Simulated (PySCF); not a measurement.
These 4 structures share the formula C5H12O2Si. Theory: PBE0-D3(BJ)/def2-SVP geometry optimisation, gas phase in PySCF. One conformer each; no zero-point energy, no entropy. No frequencies were run at this level. Point groups hold within 0.08 Å.

Problem. Rank from lowest to highest electronic energy at this level (kJ/mol).
A. `[CH3:1][CH:2]([CH3:3])[CH2:4][C:5](=[O:6])[O:7][SiH3:8]` with C1–C2–C4–C5 168°, C2–C4–C5–O6 -15°, C4–C5–O7–Si8 178°
B. `[CH3:1][CH2:2][CH2:3][SiH:4]1[O:5][CH2:6][CH2:7][O:8]1` with C1–C2–C3–Si4 -66°, C2–C3–Si4–O5 73°, C3–Si4–O5–C6 132°, Si4–O5–C6–C7 -28°, O5–C6–C7–O8 35°, C6–C7–O8–Si4 -26°
C. `[CH3:1][CH2:2][O:3][Si@H:4]1[CH2:5][CH2:6][CH2:7][O:8]1` with C1–C2–O3–Si4 -161°, C2–O3–Si4–C5 179°, O3–Si4–C5–C6 93°, Si4–C5–C6–C7 37°, C5–C6–C7–O8 -38°, C6–C7–O8–Si4 19°
D. `[CH3:1][CH2:2][O:3][C@@H:4]1[CH2:5][CH2:6][SiH2:7][O:8]1` with C1–C2–O3–C4 -179°, C2–O3–C4–C5 -177°, O3–C4–C5–C6 -75°, C4–C5–C6–Si7 -33°, C5–C6–Si7–O8 13°, C6–Si7–O8–C4 12°

Solution. C (0.0), B (15.1), A (59.3), D (107.8).

| SMILES | E (Eh) | E rel (kJ/mol) | dipole (D) | point group | A, B, C (MHz) |
| --- | --- | --- | --- | --- | --- |
| CCO[Si@H]1CCCO1 | -636.92009 | 0.0 | 0.74 | C1 | 3841, 920.9, 865.5 |
| CCC[SiH]1OCCO1 | -636.91432 | 15.1 | 0.82 | C1 | 3533, 1078, 914.7 |
| CC(C)CC(=O)O[SiH3] | -636.89750 | 59.3 | 1.34 | C1 | 4693, 732.9, 691.3 |
| CCO[C@@H]1CC[SiH2]O1 | -636.87902 | 107.8 | 0.80 | C1 | 3116, 1086, 995.5 |

Problem. How do the relative energies change in single points at PBE0/pcSseg-1 (no added dispersion term) on the same geometries?

Solution. 
```
              SMILES  PBE0-D3(BJ)/def2-SVP (kJ/mol)  PBE0/pcSseg-1 (kJ/mol)  shift
     CCO[Si@H]1CCCO1                            0.0                     0.0    0.0
      CCC[SiH]1OCCO1                           15.1                    16.3   +1.2
  CC(C)CC(=O)O[SiH3]                           59.3                    59.8   +0.5
CCO[C@@H]1CC[SiH2]O1                          107.8                   112.3   +4.5
```

Each column counts from its own lowest isomer. The order is unchanged; the largest shift is 4.5 kJ/mol.
